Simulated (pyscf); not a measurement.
H₃C–Te•, doublet

Gas-phase minimum from PySCF at ωB97X-D3(BJ)/def2-SVP, one conformer. Other isomers of H₃C–Te• were not searched in full and may lie lower. 

```
C
H 1 1.0969
H 1 1.0980 2 110.83
H 1 1.1004 2 109.49 3 -119.80
Te 1 2.1425 2 110.86 4 -118.12
```
Charge 0, spin multiplicity 2.

Properties at ωB97X-D3(BJ)/def2-SVP:

```yaml
harmonic_wavenumbers_unscaled: 359, 559, 804, 1269, 1364, 1450, 3087, 3186, 3212 cm⁻¹
zero_point_energy: 21.9 kcal/mol
rotational_symmetry_number: 3
Entropy of this conformer at 298 K and 1 atm, rigid rotor and harmonic oscillator, modes under 100 cm⁻¹ raised to 100: 263.8 J/(mol K)
dipole_moment: 1.12 D
Spin expectation value S2: 0.752
```

Single-point totals, which compare only within one level (frozen core for MP2 and CC):

```json
[
 {"level": "ωB97X-D3(BJ)/def2-TZVP", "total energy (hartree)": "-308.03024"},
 {"level": "PBE/def2-TZVP", "total energy (hartree)": "-307.85691"},
 {"level": "r²SCAN/def2-TZVP", "total energy (hartree)": "-308.00189"},
 {"level": "B3LYP-D3(BJ)/def2-TZVP", "total energy (hartree)": "-308.02382"},
 {"level": "PBE0-D3(BJ)/def2-TZVP", "total energy (hartree)": "-307.88627"},
 {"level": "M06-2X/def2-TZVP", "total energy (hartree)": "-307.82622"},
 {"level": "ωB97M-D3(BJ)/def2-TZVP", "total energy (hartree)": "-307.99888"},
 {"level": "UHF/def2-TZVPP", "total energy (hartree)": "-306.62332"},
 {"level": "MP2/def2-TZVPP", "total energy (hartree)": "-307.24273"},
 {"level": "CCSD/def2-TZVPP", "total energy (hartree)": "-307.23859"},
 {"level": "CCSD(T)/def2-TZVPP", "total energy (hartree)": "-307.25497"}
]
```

The CCSD(T) − MP2 part came from Ansatz, without density fitting, on the same reference. The frozen core leaves the outer d or s,p core shells of the metals and heavy elements correlated in the MP2 and CC values, and def2-TZVPP describes them poorly, so these totals are far from the basis limit. Elements past Kr carry the def2 core potentials, without spin-orbit coupling.
